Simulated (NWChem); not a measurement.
Species: CH4S2Se; SMILES CS[Se]S

```xyz
8

Se     0.7855    -0.3827    -0.1077
S     -0.9055    -1.8117     0.0202
H     -0.7393    -2.1642     1.3170
S     -0.0174     1.5142     0.6409
C     -0.9271     2.1598    -0.7868
H     -0.2669     2.2990    -1.6535
H     -1.3306     3.1353    -0.4749
H     -1.7620     1.4930    -1.0438
```
Atoms are numbered in this order, from 1.

The geometry was optimised at PBE0/def2-SVP.

Spin-orbit effects, on the heavy nuclei and on their neighbours, are missing.

Question: Give the principal values of the shielding tensors (ppm) of Se1, S2, S4, C5 from Hartree-Fock/6-31G* (spherical d), GIAO (NWChem), with their diamagnetic and paramagnetic parts as GIAO splits them.

Answer: 
```csv
atom,σ11,σ22,σ33,isotropic,diamagnetic,paramagnetic
Se1,1069.1,1570.3,1877.1,1505.5,2995.2,-1489.7
S2,390.8,625.1,781.2,599.1,1053.8,-454.7
S4,344.7,500.4,782.0,542.4,1053.4,-511.0
C5,156.3,178.6,200.1,178.3,253.8,-75.5
```
